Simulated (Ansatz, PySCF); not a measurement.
Gas-phase reaction in SMILES: C[SiH3] [methylsilane] → [CH2][SiH3] + H atom (the C-H bond at the site shown breaks; other sites are not compared here)
Each molecule is optimised on its own at B3LYP-D3(BJ)/def2-TZVP (Ansatz, a quantum-chemistry and plane-wave program).

Wanted: bond dissociation energy (electronic energy difference), in kJ/mol. Correlated levels leave the core frozen unless marked. Open shells are spin-unrestricted. No spin-orbit coupling. Non-relativistic. CBS(X,Y): correlation extrapolated as X^-3; Hartree-Fock from the larger set. [CCSD(T)-MP2]/basis is that difference in the basis named.

| level | program | bond dissociation energy (kJ/mol) |
|---|---|---|
| BLYP-D4/def2-TZVPD | Ansatz + dftd4 | 440.6 |
| M06-2X/def2-TZVPD | PySCF | 450.0 |
| RPA@PBE/cc-pV(Q+d)Z | Ansatz | 445.8 |
| MP2/aug-cc-pV(D+d)Z | Ansatz | 434.7 |

Task: Estimate the value at RI-MP2/CBS(def2-TZVPPD,def2-QZVPPD)+[CCSD(T)-MP2]/def2-TZVPPD as computed with Ansatz.

Result: 456.0 kJ/mol
